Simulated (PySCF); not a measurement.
C₃H₉GeN, SMILES [CH3][GeH]1[CH2]N[CH2]1. Heavy atoms are numbered as in [CH3:1][GeH:2]1[CH2:3][NH:4][CH2:5]1. Hydrogens are named by the atom that carries them.

The structure is a stationary point at PBE0-D3(BJ)/def2-SVP. The structure was generated by enumeration, and PubChem lists no compound with its InChIKey, so it may never have been made.

Method: PySCF with PBE/def2-TZVP.

ESP charges are fitted to the potential on shells at 1.4 to 2.0 van der Waals radii. Atomic charges (e), one atom of each kind:

```
atom       ESP fit  Mulliken  Löwdin
---------  -------  --------  ------
C1 (CH3)     -0.97     -0.48   -0.51
Ge2 (GeH)     0.51      0.28    0.50
C3 (CH2)         ?     -0.25   -0.44
N4 (NH)      -0.59     -0.27   -0.04
H on C1       0.25      0.14    0.13
H on Ge2         ?     -0.02   -0.05
H on C3          ?      0.11    0.11
H on N4          ?      0.18    0.15
```

Problem. What belongs in the gaps? (Estimate from the structure and the level; the computed values follow.)

Solution. 
- C3 (CH2), ESP fit: -0.10
- H on Ge2, ESP fit: -0.09
- H on C3, ESP fit: 0.06
- H on N4, ESP fit: 0.33
